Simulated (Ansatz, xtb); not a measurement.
## Relaxing a trial structure of GeH2N2

The starting geometry of this gas-phase singlet was built from a drawn formula by distance geometry and a force field; its bonds are those of `[N]1=[N][GeH2]1`.

```xyz
5

Ge   -2.2854    1.3397   -0.3438
N    -3.2380    0.0885   -1.0440
N    -3.9609    1.1118   -0.5943
H    -1.9090    1.0076    1.1123
H    -1.6427    2.2587   -1.4411
```

Q: Where would you expect an optimisation with r2SCAN-D4/def2-SVP to take it?

A: A bond breaks, giving a structure given below by its coordinates. Distances that change by over a tenth: Ge1–N3 (1.71 → 2.10 Å), N2–N3 (1.33 → 1.11 Å). Contacts that open: Ge1–N2 (1.72 → 3.19 Å).

The energy falls by 3.10 eV over 35 steps:

| step | E − E(last) (eV) |
| --- | --- |
| 1 | 3.100 |
| 5 | 1.695 |
| 9 | 1.081 |
| 12 | 0.492 |
| 16 | 0.390 |
| 20 | 0.388 |
| 24 | 0.380 |
| 27 | 0.156 |
| 31 | 0.001 |
| 35 | 0.000 |

Final geometry (Å):

```yaml
atoms:
  - { symbol: Ge, position_ang: [-2.6092, 2.1742, 0.1267] }
  - { symbol: N, position_ang: [-3.8706, -0.3219, -1.4068] }
  - { symbol: N, position_ang: [-3.2881, 0.4794, -0.9033] }
  - { symbol: H, position_ang: [-1.6988, 1.1591, 0.9313] }
  - { symbol: H, position_ang: [-1.5693, 2.3156, -1.0587] }
```

From the same start GFN2-xTB reaches the same bonding as this run.

No frequencies were run, so the end isn't proven a minimum. Run with Ansatz 0.2.0, 34 s on 2 threads of Intel(R) Xeon(R) Platinum 8259CL CPU @ 2.50GHz (Skylake/Cascade Lake), on a shared host.
